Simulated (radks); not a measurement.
Effect of the nuclear size on neutral neodymium, [Xe] 4f4 6s2. All-electron calculation, Dirac Kohn-Sham, LDA (Slater exchange, Perdew-Wang correlation), spin-unpolarised, spherical densities, finite nucleus; open shells are shared between the two j in proportion to 2j + 1; Fermi nuclear charge, rms radius 4.9123 fm. Program: a radial shooting solver on a logarithmic mesh with Libxc functionals. The rms radius is varied about that value; shifts are against it.

| rms radius (fm) | total energy shift (eV) | density at nucleus (e/bohr^3) | 1s1/2 shift (meV) | 2s1/2 shift (meV) | 5s1/2 shift (meV) | 5p1/2 shift (meV) | 6s1/2 shift (meV) | 4f7/2 shift (meV) | 6p1/2 (empty) shift (meV) |
|---|---|---|---|---|---|---|---|---|---|
| 4.0526 | -4.16 | 4.716e+05 | -1720 | -214 | -1.56 | 0.229 | -0.077 | 0.345 | 0.069 |
| 4.5144 | -2.00 | 4.604e+05 | -830 | -103 | -0.750 | 0.110 | -0.037 | 0.166 | 0.033 |
| 4.9123 | 0 | 4.518e+05 | 0.000 | 0.000 | 0.000 | 0.000 | 0.000 | 0.000 | 0.000 |
| 5.1284 | 1.14 | 4.475e+05 | 473 | 58.9 | 0.428 | -0.063 | 0.021 | -0.095 | -0.019 |
| 5.8849 | 5.44 | 4.34e+05 | 2250 | 280 | 2.04 | -0.299 | 0.100 | -0.451 | -0.090 |

Slopes of the eigenvalues against <r^2> in GHz/fm^2, as finite differences over the two radii next to the reference (eigenvalue slopes, not the field-shift constants of lines): 1s1/2 53200, 2s1/2 6620, 5s1/2 48.1, 5p1/2 -7.06, 6s1/2 2.37, 4f7/2 -10.6, 6p1/2 (empty) -2.13.
